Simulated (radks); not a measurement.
Results of a calculation; reference values are marked as such.
Excited configurations of Os XII: one electron is placed in a higher orbital outside [Kr] 4d10 4f14 5s2 5p2. The ground configuration is [Kr] 4d10 4f14 5s2 5p3. Code: a radial shooting solver on a logarithmic mesh with Libxc functionals. Model: non-relativistic Kohn-Sham, r2SCAN, spin-polarised, spherical densities, point nucleus; open shells are filled with parallel spins first (spin-orbit coupling, left out, can overturn this in heavy ions); meta-GGA in the generalised Kohn-Sham scheme; relativity is left out, which matters for an element this heavy. Excitation = E - E(ground); binding = E(ion) - E, where the ion is the core of charge +12; n* = 12/sqrt(2 binding) in atomic units, and the quantum defect is n - n*.

| outer orbital | excitation (eV) | binding (eV) | n* | eigenvalue (eV) |
|---|---|---|---|---|
| 5d | 52.978 | 177.90 | 3.319 | -169.23 |
| 5f | 111.60 | 119.28 | 4.053 | -112.88 |
| 6s | 96.942 | 133.94 | 3.825 | -129.62 |
| 6d | 130.38 | 100.50 | 4.415 | -96.522 |
| 6f | 154.74 | 76.145 | 5.073 | -72.787 |
| 7s | 147.13 | 83.752 | 4.837 | -81.017 |
| 7p | 153.66 | 77.218 | 5.037 | -74.707 |
| 7f | 177.89 | 52.996 | 6.080 | -50.914 |

The Delta-SCF ionisation energy is 230.88 eV (NIST Atomic Spectra Database: 235 eV, theoretical). Self-interaction in the functional shifts the binding energies and quantum defects, so they are the method's values and not measured ones. Relativity is left out here, which matters for elements this heavy. Open shells are spherical and high-spin; term and fine-structure splittings are not resolved.
